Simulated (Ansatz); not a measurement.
The cluster Al5N5. Charge 0, multiplicity 1. Geometry relaxed at B3LYP-D4/def2-SVP.

Cartesian coordinates in Å:
```
Al -0.455 0.154 -2.417
Al 1.514 0.746 1.795
Al -1.995 -1.361 -0.488
Al 1.714 1.456 -1.006
Al -0.778 -0.996 2.115
N -2.028 -1.724 1.190
N 0.538 -0.182 2.860
N 0.922 1.177 -2.503
N 2.361 1.611 0.577
N -1.792 -0.882 -2.124
```

The structure comes from a short search, and lower isomers may exist.

Estimate the harmonic wavenumbers at RKS B3LYP-D4/def2-SVP (Ansatz, unscaled). Is this a minimum?

71, 71, 93, 93, 189, 189, 217, 217, 236, 236, 267, 267, 276, 276, 563, 637, 637, 840, 840, 1042, 1042, 1153, 1166, 1166 cm⁻¹. Yes, no mode is imaginary beyond noise. Zero-point energy 70.5 kJ/mol. Hardware: 4 threads of Arm Neoverse V2 on a shared host. Wall time 3 min, peak host memory 0.57 GiB.
